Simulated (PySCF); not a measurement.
C₄H₇NSi.
Bonds: N1–C2, C2–C3 (double), C3–C4, C4–C5 (double), C5–Si6, C2–Si6. Hydrogens: H7, H8 on N1; H9 on C3; H10 on C4; H11 on C5; H12, H13 on Si6.

Computed by this run: PBE/cc-pVDZ geometry optimisation, gas phase in PySCF; density fitting, grid level 1; the optimiser is geomeTRIC in internal coordinates, started from a GFN2-xTB structure.

Step 0: E = -13617.1508 eV
```
atom  x, y, z in Å  |  force x, y, z in eV/Å
N1      2.1087   -0.1138   -0.5330   -0.089  -0.045   0.410
C2      0.7679   -0.0934   -0.2417    1.152   0.511   0.061
C3     -0.1134   -1.0505   -0.6063   -0.355  -0.404  -0.178
C4     -1.4614   -0.8727   -0.1243    0.220  -0.152  -0.166
C5     -1.7146    0.2123    0.6301   -0.348   0.937   0.731
Si6    -0.1353    1.1952    0.8334   -0.550  -1.013  -0.572
H7      2.4058   -0.7357   -1.2709    0.276  -0.320  -0.452
H8      2.5977    0.7646   -0.5019    0.400   0.489  -0.061
H9      0.1439   -1.9039   -1.2184    0.258  -0.582  -0.436
H10    -2.2147   -1.6034   -0.3886   -0.588  -0.469  -0.138
H11    -2.6919    0.4243    1.0296   -0.726   0.158   0.281
H12    -0.1192    2.5139    0.1891    0.033   0.766  -0.253
H13     0.4220    1.2637    2.1853    0.317   0.125   0.774
```

Question: Estimate the geometry and energy of step 1. (The exact step hangs on the optimiser's Hessian estimate; all steps are aligned on step 0, rigid shifts and turns removed.)

Answer: E = -13617.3201 eV, largest force 0.149 eV/Å
```
atom  x, y, z in Å  |  force x, y, z in eV/Å
N1      2.1550   -0.1146   -0.5396    0.094   0.010  -0.022
C2      0.8077   -0.1030   -0.2556   -0.035   0.054   0.018
C3     -0.1129   -1.0609   -0.6112    0.078  -0.100  -0.079
C4     -1.4778   -0.8663   -0.1155   -0.126  -0.063  -0.001
C5     -1.7665    0.2266    0.6563    0.026   0.045   0.019
Si6    -0.1557    1.1669    0.8200    0.001   0.005  -0.002
H7      2.4725   -0.7371   -1.2901   -0.029   0.019   0.032
H8      2.6495    0.7785   -0.5294   -0.028  -0.012   0.004
H9      0.1417   -1.9369   -1.2329   -0.024   0.011   0.013
H10    -2.2492   -1.6117   -0.3847    0.035   0.022   0.004
H11    -2.7681    0.4354    1.0518    0.008   0.010   0.000
H12    -0.1219    2.5483    0.1998   -0.002  -0.003   0.011
H13     0.4214    1.2754    2.2134    0.002   0.001   0.003
```

The energy changes by -0.1694 eV. The first-order estimate −F·Δx gives -0.3455 eV and the mean of the old and new forces, exact on a quadratic surface, -0.1720 eV. The step makes an angle of 49° with the force vector and moves no atom by more than 0.080 Å.

What follows is the cost of the whole optimisation. Time: 39 s of wall time; peak memory 0.53 GiB. Hardware: one thread, Arm Neoverse V1 (aarch64) (shared host).
